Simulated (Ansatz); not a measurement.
Isomers of Cl₂GeH₄OSi, relaxed with PBE0-D4/def2-TZVP in Ansatz; electronic energies, one conformer each and not always the lowest. Functionals use def2-TZVPP; CBS adds triple-zeta CCSD(T) − MP2 to the MP2 limit of def2-TZVPP and def2-QZVPP.

Outer-core shells of Ge are correlated without core-valence functions. Scalar relativity is left out up to krypton. Spin–orbit coupling is left out.

**Question.** Order them by energy at frozen-core CCSD(T)/CBS, lowest first. (Estimate.)
A. `Cl[SiH](Cl)[O][GeH3]`
B. `O[SiH](Cl)[GeH2][Cl]`
C. `[OH][Ge]([SiH3])([Cl])[Cl]`

**Answer.** A (0.0 kcal/mol), B (15.7 kcal/mol), C (32.8 kcal/mol).

**Question.** How do PBE-D4, r2SCAN-D4, HF/CBS(def2), ωB97M-V place them (kcal/mol, against `Cl[SiH](Cl)[O][GeH3]`)? (Estimate.)

**Answer.** The calculation gave: 
```csv
isomer,PBE-D4,r2SCAN-D4,HF/CBS(def2),ωB97M-V
`O[SiH](Cl)[GeH2][Cl]`,10.4,14.3,20.7,15.6
`[OH][Ge]([SiH3])([Cl])[Cl]`,25.9,30.9,36.5,32.8
```
